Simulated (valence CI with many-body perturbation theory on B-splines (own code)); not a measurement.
## Forbidden lines of Lu XXX

Level of theory: configuration interaction combined with many-body perturbation theory (CI+MBPT): six valence electrons over a frozen Dirac-Fock core [Kr], a basis of 7 s, 7 p, 8 d, 6 f, 4 g, 1 h functions for each j, with the one-electron correlation potential Σ1 (screened to all orders), the two-electron term Σ2, the three-electron term Σ3, Breit, model QED; selected single and double excitations, second order for the rest, scaled by the run's own slope (own B-spline code, finite nucleus).

The last digits are not significant, and no measured levels were compared; by estimate large intervals hold to a few tenths of a per cent, small ones and those within an open d or f shell to about a per cent. Core correlation moves these levels by up to 8000 cm⁻¹, and in measured spectra 5 to 20 % of such shifts remained as error; rates that hang on mixing are uncertain with them. Among the levels kept, up to 770 cm⁻¹ of a level comes from second order outside the variational space, and about a tenth of that is noise between levels of different J, which matters for small intervals. Only levels of the ground parity were solved; by the run's estimate the other parity begins above the list, which can be wrong where configurations are misplaced.

Lines 51 to 100 of 120 in falling wavelength, among levels below 494770 cm⁻¹, chosen from the decays that carry over 1 % of a level's rate. Wavelengths and rates use the calculated energies. Electric multipoles are in the length gauge, E1 and E2 with the static RPA response of the core. Weak lines are less certain than strong ones. Lines between different terms over intervals too small for the method are left out, as are lines whose strength nearly cancels. The highest levels of a list are the least certain.

Levels are named by their leading jj configuration (3d3/2^4 stands for four electrons in 3d with j = 3/2), which in mixed levels can hold well under half, so a name can repeat and another be missing. Letters in brackets count levels of one name in rising energy.

```csv
λ vac (nm),Upper,Lower,Type,A (s⁻¹),Branch %
92.03,(4d3/2^2 4d5/2^4) J=2 [c],(4d3/2^3 4d5/2^3) J=3 [c],M1,1.15e+04,26.7
91.38,(4d3/2^3 4d5/2^3) J=1 [b],(4d3/2^4 4d5/2^2) J=0,M1,8.13e+03,73.1
90.48,(4d3/2^2 4d5/2^4) J=2 [a],(4d3/2^3 4d5/2^3) J=3 [a],M1,3.50e+04,75.5
88.16,(4d3/2 4d5/2^5) J=2,(4d3/2^2 4d5/2^4) J=2 [b],M1,1.04e+04,15.6
86.94,(4d3/2^3 4d5/2^3) J=2 [a],(4d3/2^4 4d5/2^2) J=2,M1,1.45e+04,98.2
86.28,(4d3/2 4d5/2^5) J=1,(4d3/2^2 4d5/2^4) J=0 [a],M1,1.79e+04,17.2
85.72,(4d3/2^2 4d5/2^4) J=1,(4d3/2^3 4d5/2^3) J=2 [a],M1,4.22e+03,13.4
84.69,(4d3/2^2 4d5/2^4) J=6,(4d3/2^3 4d5/2^3) J=6,M1,1.08e+04,69.5
84.43,(4d3/2^2 4d5/2^4) J=4 [c],(4d3/2^3 4d5/2^3) J=3 [c],M1,1.10e+04,36.3
84.41,(4d3/2 4d5/2^5) J=3,(4d3/2^2 4d5/2^4) J=4 [b],M1,6.33e+03,10.6
84.28,(4d3/2^2 4d5/2^4) J=4 [a],(4d3/2^3 4d5/2^3) J=4 [a],M1,3.45e+04,78.1
84.21,(4d3/2^3 4d5/2^3) J=3 [b],(4d3/2^4 4d5/2^2) J=2,M1,1.89e+03,15.1
83.92,(4d3/2^3 4d5/2^3) J=5,(4d3/2^4 4d5/2^2) J=4,M1,4.33e+03,97.6
83.62,(4d3/2 4d5/2^5) J=4,(4d3/2^2 4d5/2^4) J=3 [b],M1,1.10e+04,15.3
83.40,(4d3/2^2 4d5/2^4) J=6,(4d3/2^3 4d5/2^3) J=5,M1,4.74e+03,30.4
83.36,(4d3/2^2 4d5/2^4) J=2 [c],(4d3/2^3 4d5/2^3) J=1 [b],M1,7.10e+03,16.6
82.68,(4d3/2^2 4d5/2^4) J=4 [b],(4d3/2^3 4d5/2^3) J=3 [b],M1,4.26e+03,18.4
82.66,(4d3/2^3 4d5/2^3) J=6,(4d3/2^4 4d5/2^2) J=4,E2,3.41e-01,89.5
82.23,(4d3/2^2 4d5/2^4) J=2 [b],(4d3/2^3 4d5/2^3) J=3 [b],M1,6.66e+03,24.5
82.17,(4d3/2^2 4d5/2^4) J=2 [c],(4d3/2^3 4d5/2^3) J=2 [b],M1,1.39e+04,32.4
81.89,(4d3/2 4d5/2^5) J=2,(4d3/2^2 4d5/2^4) J=1,M1,1.74e+04,26.1
79.94,(4d3/2 4d5/2^5) J=1,(4d3/2^2 4d5/2^4) J=2 [a],M1,7.16e+04,68.9
79.78,(4d3/2^2 4d5/2^4) J=2 [b],(4d3/2^3 4d5/2^3) J=2 [a],M1,1.19e+04,43.7
78.68,(4d3/2^2 4d5/2^4) J=4 [c],(4d3/2^3 4d5/2^3) J=4 [b],M1,8.29e+03,27.5
78.42,(4d3/2^2 4d5/2^4) J=3 [a],(4d3/2^3 4d5/2^3) J=4 [a],M1,1.41e+04,36.3
77.69,(4d3/2^2 4d5/2^4) J=4 [a],(4d3/2^3 4d5/2^3) J=3 [a],M1,7.52e+02,1.7
76.96,(4d3/2^2 4d5/2^4) J=5,(4d3/2^3 4d5/2^3) J=4 [a],M1,1.10e+03,4.9
74.65,(4d3/2 4d5/2^5) J=4,(4d3/2^2 4d5/2^4) J=5,M1,2.20e+04,30.7
73.32,(4d3/2 4d5/2^5) J=4,(4d3/2^2 4d5/2^4) J=3 [a],M1,9.03e+02,1.3
73.24,(4d3/2 4d5/2^5) J=3,(4d3/2^2 4d5/2^4) J=3 [b],M1,8.45e+03,14.2
72.68,(4d3/2^2 4d5/2^4) J=3 [a],(4d3/2^3 4d5/2^3) J=3 [a],M1,1.75e+04,45.0
72.24,(4d3/2^3 4d5/2^3) J=3 [b],(4d3/2^4 4d5/2^2) J=4,M1,9.64e+03,77.4
71.32,(4d3/2^2 4d5/2^4) J=4 [b],(4d3/2^3 4d5/2^3) J=5,M1,1.57e+04,68.1
69.29,(4d3/2^2 4d5/2^4) J=3 [b],(4d3/2^3 4d5/2^3) J=4 [a],M1,3.73e+03,14.4
68.92,(4d3/2^3 4d5/2^3) J=0,(4d3/2^4 4d5/2^2) J=2,E2,1.14e+02,3.6
68.85,(4d3/2 4d5/2^5) J=4,(4d3/2^2 4d5/2^4) J=4 [a],M1,3.71e+04,51.7
67.14,(4d3/2 4d5/2^5) J=2,(4d3/2^2 4d5/2^4) J=3 [a],M1,2.56e+04,38.3
67.06,(4d3/2^3 4d5/2^3) J=2 [b],(4d3/2^4 4d5/2^2) J=2,M1,2.46e+03,26.5
66.29,(4d3/2^3 4d5/2^3) J=1 [b],(4d3/2^4 4d5/2^2) J=2,M1,1.76e+03,15.8
66.00,(4d3/2^2 4d5/2^4) J=1,(4d3/2^3 4d5/2^3) J=1 [a],M1,1.25e+04,39.7
65.76,(4d3/2^2 4d5/2^4) J=2 [c],(4d3/2^3 4d5/2^3) J=3 [b],M1,2.25e+03,5.2
65.22,(4d3/2 4d5/2^5) J=3,(4d3/2^2 4d5/2^4) J=3 [a],M1,2.33e+04,39.2
65.04,(4d3/2 4d5/2^5) J=1,(4d3/2^3 4d5/2^3) J=2 [b],M1,1.12e+04,10.7
64.78,(4d3/2^2 4d5/2^4) J=3 [b],(4d3/2^3 4d5/2^3) J=3 [a],M1,3.62e+02,1.4
64.19,(4d3/2^2 4d5/2^4) J=2 [c],(4d3/2^3 4d5/2^3) J=2 [a],M1,2.29e+03,5.3
63.38,(4d3/2 4d5/2^5) J=1,(4d3/2^3 4d5/2^3) J=0,M1,1.41e+03,1.4
61.67,(4d3/2^3 4d5/2^3) J=3 [c],(4d3/2^4 4d5/2^2) J=2,M1,3.95e+03,44.6
61.65,(4d3/2 4d5/2^5) J=3,(4d3/2^2 4d5/2^4) J=4 [a],M1,5.29e+03,8.9
59.19,(4d3/2^2 4d5/2^4) J=2 [d],(4d3/2^3 4d5/2^3) J=3 [c],M1,7.54e+03,25.3
57.99,(4d3/2^2 4d5/2^4) J=4 [b],(4d3/2^3 4d5/2^3) J=3 [a],M1,1.62e+03,7.0
```
